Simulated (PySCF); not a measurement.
PySCF 2.14 output of an unrestricted B3LYP calculation on a single atom or ion in Sapporo-DKH3-DZP-2012, with scalar relativity by spin-free X2C-1e:

```
SCF conv_tol = 1e-09
number electrons alpha = 13  beta = 9
    P. J. Stephens, F. J. Devlin, C. F. Chabalowski, and M. J. Frisch.,  J. Phys. Chem. 98, 11623 (1994)
cycle= 1 E= -948.939637059409  delta_E= -0.00799  |g|= 0.0308  |ddm|= 0.172
cycle= 2 E= -948.93943334759  delta_E= 0.000204  |g|= 0.0445  |ddm|= 0.0529
cycle= 3 E= -948.939933485878  delta_E= -0.0005  |g|= 0.00179  |ddm|= 0.0283
cycle= 4 E= -948.939938296351  delta_E= -4.81e-06  |g|= 0.000553  |ddm|= 0.00783
cycle= 5 E= -948.939943510041  delta_E= -5.21e-06  |g|= 0.000542  |ddm|= 0.00875
cycle= 6 E= -948.939930964786  delta_E= 1.25e-05  |g|= 0.00032  |ddm|= 0.025
cycle= 7 E= -948.939925132419  delta_E= 5.83e-06  |g|= 0.000333  |ddm|= 0.0325
cycle= 8 E= -948.939925144003  delta_E= -1.16e-08  |g|= 0.000276  |ddm|= 4.96e-05
cycle= 9 E= -948.939925169512  delta_E= -2.55e-08  |g|= 1.36e-05  |ddm|= 0.000376
cycle= 10 E= -948.939925169568  delta_E= -5.63e-11  |g|= 1.52e-06  |ddm|= 4.4e-05
converged SCF energy = -948.939925169568  <S^2> = 6.0003926  2S+1 = 5.000157
```

The run itself started from symmetry-adapted Hartree-Fock orbitals and held the occupation by maximum overlap, on a logarithmic radial grid, so the iterations belong to that start.

Which element, charge and spin multiplicity is this?

V⁺ (vanadium, charge +1), multiplicity 5; the state was [Ar] 3d4, high-spin 5D determinant.
